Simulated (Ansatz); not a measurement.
Energy needed to pull apart CH3Ag (SMILES [CH3][Ag]), closed shell, into free ground-state atoms, from the structure below (displaced at random from its PBE0-D4/def2-TZVP minimum); no zero-point or spin–orbit terms; open-shell atoms are treated unrestricted, in their ground-state multiplicity.

```tsv
atom	x (Å)	y (Å)	z (Å)
C1	-0.2136	0.0354	-0.0253
Ag2	1.7233	-0.6689	0.6754
H3	-1.0053	-0.0287	0.7120
H4	-0.5217	-0.6290	-0.9852
H5	-0.1613	1.1515	-0.2701
```

Program: Ansatz 0.2.0. Basis: def2-TZVPP. Cores are frozen in the correlated methods. Filled d shells of the heavier atoms are correlated. Core potentials replace the inner electrons of the atoms past krypton.

```
   method  atomization energy (kcal/mol)
   PBE-D4                          353.4
r2SCAN-D4                              ?
  PBE0-D4                              ?
  wB97M-V                          346.7
       HF                          242.9
      MP2                          339.5
     CCSD                          332.5
  CCSD(T)                          338.8
```

Problem. What does r2SCAN-D4 give? (To be estimated.)

Solution. The calculation gives: 347.6 kcal/mol, which is about 8.8 kcal/mol more than CCSD(T)/def2-TZVPP.

Problem. What does PBE0-D4 give? (Judge from chemistry; the value comes from the calculation.)

Solution. Computed: 344.3 kcal/mol, which is about 5.5 kcal/mol more than CCSD(T)/def2-TZVPP.

In triple zeta the MP2 and coupled-cluster atomization energies are still short of their basis limit by a few kcal/mol a bond, whereas those of the functionals are nearly converged, so these differences are not deviations from converged CCSD(T).

The T1 diagnostic stays at or below 0.023.

For scale, one of the runs: CCSD(T)/def2-TZVPP forces, 129 basis functions (an equivalent command: `ansatz run in.yaml --threads 2`). Hardware: 2 CPU threads, shared host. Wall time 50 s; peak host memory 1.2 GiB.
